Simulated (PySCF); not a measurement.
Vibration and rotation of YbCl

M06 constants of YbCl, doublet, about 14.0 electrons in the 4f shell (Mulliken) (PySCF, spin-free X2C with a Gaussian nucleus, basis sets Yb x2c-TZVPall, Cl x2c-TZVPall; masses 173.9389 and 34.9689 u):

* ωe: 289.8 cm⁻¹
* ωexe: 0.883 cm⁻¹
* Be: 0.093078 cm⁻¹
* αe: 0.000390 cm⁻¹
* De to Yb (4f14 6s2) + Cl: 3.56 eV

Question: What force constant and bond length do these constants imply?

Answer: Reduced mass μred = 29.115 u; k = 5.8918×10⁻⁷·μred·ωe² (u, cm⁻¹, mdyn/Å) = 1.44 mdyn/Å; Re = √(16.8576/(μred·Be)) (u, cm⁻¹, Å) = 2.494 Å.

Question: Estimate the centrifugal constant D from the Kratzer relation and find the Dunham coefficient a1.

Answer: D = 4Be³/ωe² = 3.84e-08 cm⁻¹; a1 = −1 − αeωe/(6Be²) = -3.17.

Measured values (Huber and Herzberg, Constants of Diatomic Molecules (1979)): ωe = 293.6 cm⁻¹.

These are scalar-relativistic numbers at best; spin–orbit coupling would shift them, the dissociation energy most. The state is the lowest single determinant that the PBE0 search found; with open d or f shells the true ground state can be another one.
